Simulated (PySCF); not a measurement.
Constitutional and geometric isomers with formula C3H5N. Isolated molecules, 0 K electronic values unless said otherwise. One relaxed conformer stands for each flexible species; it need not be the lowest. Strings in code marks are SMILES.

Level of theory: PBE-D3(BJ)/def2-TZVP // B3LYP-D3(BJ)/def2-TZVP run with PySCF 2.14.0. All candidates: neutral, multiplicity 1. Excitations are Tamm–Dancoff values on a coarser integration grid. The basis has no diffuse functions, so Rydberg states are missing or too high.

| Quantity | Result |
|---|---|
| HOMO | -4.73 eV |
| dipole moment | 2.11 D |
| S1 excitation (TDA) | 4.99 eV |

Question: Say which member has these values.
(A) `C1=CNC1`
(B) `C#CNC`
(C) `NC1=CC1`
(D) `C=C=NC`

Answer: C, `NC1=CC1`. The others give `C=C=NC`: -5.42 eV, 1.37 D, 4.70 eV; `C#CNC`: -5.01 eV, 1.91 D, 5.00 eV; `C1=CNC1`: -5.01 eV, 1.05 D, 5.55 eV
